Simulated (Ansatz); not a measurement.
C$_{2}$H$_{5}$FO$_{2}$Si, singlet, at a GFN2-xTB geometry; CAM-B3LYP/def2-SV(P) (Ansatz, a first-principles code).

The Ansatz input:
Ansatz 0.2 input:
```yaml
crystal:
  periodic: [false, false, false]
  atoms:
    - {symbol: F, position_ang: [1.94279984, -0.18951237, -0.89206067]}
    - {symbol: Si, position_ang: [0.85659773, -0.21856070, 0.29231852]}
    - {symbol: C, position_ang: [-0.22415669, 1.35258294, 0.33062100]}
    - {symbol: O, position_ang: [-1.52967581, 0.78566345, 0.44900209]}
    - {symbol: C, position_ang: [-1.60438047, -0.41669122, -0.24391860]}
    - {symbol: O, position_ang: [-0.41003224, -1.14246791, -0.14164784]}
    - {symbol: H, position_ang: [1.49124085, -0.71058956, 1.48803162]}
    - {symbol: H, position_ang: [-0.10518752, 2.02104526, 1.17925542]}
    - {symbol: H, position_ang: [-0.14931420, 1.94321842, -0.59253619]}
    - {symbol: H, position_ang: [-2.41817019, -0.99985911, 0.19774138]}
    - {symbol: H, position_ang: [-1.80724856, -0.24926878, -1.31545371]}
basis:
  gaussian:
    orbitals: def2-SV_P_.json
hamiltonian:
  xc: cam_b3lyp
```
The basis file holds def2-SV(P) in the JSON format of the Basis Set Exchange.

Q: Write the output that Ansatz gives for this input, abridged.

A: 
```
Functional definition: CAM-B3LYP
1002 factors; integrals over basis functions are off by at most 1.2e-3 eV
324 factors; integrals over basis functions are off by at most 4.1e-6 eV
mean field evaluation 1: about -16828.0987 eV, gradient 5.4e1 eV
mean field evaluation 2: about -16827.0324 eV, gradient 6.2e1 eV
mean field evaluation 4: about -16833.2570 eV, gradient 1.9e0 eV
mean field evaluation 8: about -16833.4351 eV, gradient 1.4e-1 eV
mean field evaluation 16: about -16833.4351 eV, gradient 1.1e-4 eV
mean field -16833.43511430 eV, -618.6173303384 hartree, gradient 3.7e-5 eV, S^2 0.000000; 0 other end points of the search recorded, 0 dependent functions left out
reference -16833.43523108 eV, -618.6173346299 hartree; 28, 28 occupied and 70, 70 virtual orbitals, 1002 factors
Total energy: -16833.43523108 eV, -618.6173346299 hartree
```
